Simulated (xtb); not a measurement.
C$_{4}$H$_{7}$O (SMILES [CH2]CC(C)=O), doublet, geometry from GFN2-xTB. Base run: xtb with GFN2-xTB.

Geometry (Å):
```xyz
12

C     -1.4206     0.9723    -0.2711
C     -0.9157    -0.3377    -0.6787
C      0.3300    -0.3332     0.2224
C      1.5504     0.2798    -0.4131
O      0.3047    -0.7632     1.3495
H     -2.0138     1.0645     0.6176
H     -1.0493     1.8703    -0.7270
H     -1.5760    -1.1535    -0.3911
H     -0.6373    -0.3963    -1.7290
H      2.2586     0.5818     0.3548
H      2.0230    -0.4765    -1.0401
H      1.2923     1.1286    -1.0387
```
Charge 0, spin multiplicity 2.
All else is at xtb's defaults.
Base energy -16.10208 Eh.

Variants of this job, named by their change:

```tsv
change	ΔE vs base (kcal/mol)	dipole (D)	G_solv (kcal/mol)	SCF cycles
base	0.000	3.18	-	11
etemp = 10000	-21.42	3.26	-	11
etemp = 1000	0.000	3.18	-	11
alpb = benzene	-5.50	3.49	-5.70	11
alpb = water	-3.51	3.98	-5.10	11
file = coord	0.000	3.18	-	11
acc = 1000	0.004	3.18	-	6
```

ALPB and GBSA are two models with their own fitted parameters for each solvent, which aren't always the measured dielectric constant.
